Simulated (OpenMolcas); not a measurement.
**Multiplet structure of F III**

```
Program             : OpenMolcas 26.06
Method              : CASSCF
Basis               : ANO-RCC-VQZP [5s4p3d2f1g]
Scalar Hamiltonian  : DKH2, point nucleus
Active space        : 5 electrons in 8 orbitals (2s 2p 3s 3p)
State averaging     : 2S+1 = 4 odd, 1 root; 2S+1 = 2 odd, 8 roots; 2S+1 = 4 even, 3 roots; 2S+1 = 2 even, 9 roots
Spin-orbit coupling : RASSI with atomic mean-field integrals over the reference wave functions, term energies averaged over their components
```

Spin-free terms above the lowest, with the occupations of the reference (each correlating shell added to its valence partner):

| Configuration | Term | E (eV) | Occupations |
| --- | --- | --- | --- |
| 2s² 2p³ | ⁴S° | 0.0000 | 2s 2.00 2p 3.00 |
| 2s² 2p³ | ²D° | 4.7002 | 2s 2.00 2p 3.00 |
| 2s² 2p³ | ²P° | 6.3289 | 2s 1.95 2p 3.06 |
| 2s 2p⁴ | ⁴P | 18.9146 | 2s 1.00 2p 4.00 |
| 2s 2p⁴ | ²D | 27.4373 | 2s 1.00 2p 4.00 |
| 2s 2p⁴ | ²S | 31.6678 | 2s 1.01 2p 3.99 |

With spin-orbit coupling, above the lowest level:

| Configuration | Term | J | E (eV) | Measured (eV) | g | Term weight % |
| --- | --- | --- | --- | --- | --- | --- |
| 2s² 2p³ | ⁴S° | 3/2 | 0.0000 | 0.0000 | 2.002 | 100 |
| 2s² 2p³ | ²D° | 3/2 | 4.6983 |  | 0.800 | 100 |
| 2s² 2p³ | ²D° | 5/2 | 4.7009 |  | 1.200 | 100 |
| 2s² 2p³ | ²P° | 1/2 | 6.3291 |  | 0.666 | 100 |
| 2s² 2p³ | ²P° | 3/2 | 6.3312 |  | 1.334 | 100 |
| 2s 2p⁴ | ⁴P | 5/2 | 18.8935 | 18.8329 | 1.601 | 100 |
| 2s 2p⁴ | ⁴P | 3/2 | 18.9291 | 18.8748 | 1.735 | 100 |
| 2s 2p⁴ | ⁴P | 1/2 | 18.9502 | 18.8964 | 2.671 | 100 |
| 2s 2p⁴ | ²D | 3/2 | 27.4366 | 26.0684 | 0.800 | 100 |
| 2s 2p⁴ | ²D | 5/2 | 27.4383 | 26.0664 | 1.200 | 100 |
| 2s 2p⁴ | ²S | 1/2 | 31.6680 | 30.7803 | 2.002 | 100 |

Against the 6 measured excited levels shown (Moore, Atomic Energy Levels, vol. I, NSRDS-NBS 35 (1971 reprint of NBS Circular 467, 1949)) the mean absolute deviation is 5100 cm-1; the largest miss in energy is 2s 2p⁴ ²D_5/2: computed 27.4383, measured 26.0664 eV (+5.3 %).

Spin-orbit coupling puts the lowest level 0.0003 eV below the lowest spin-free term.

Active for correlation alone: 3p 3s; no level in the range computed is led by a configuration that fills them, so any true level of that kind is missing. Computed and measured levels are paired by configuration, term and J; levels that our copy of the source lacks, or whose pairing is in doubt (as where it misses far off the trend of its configuration), stay unpaired and out of the deviations. Levels of configurations outside the active space are missing. The first state left out of the spin-orbit step lies near 350000 cm-1 above the lowest spin-free state of the reference (among the parities and spins computed), and the list stops at four fifths of that energy or lower.

The term weight is that of the spin-free term in the level, not the purity of its configuration. ° marks odd parity.
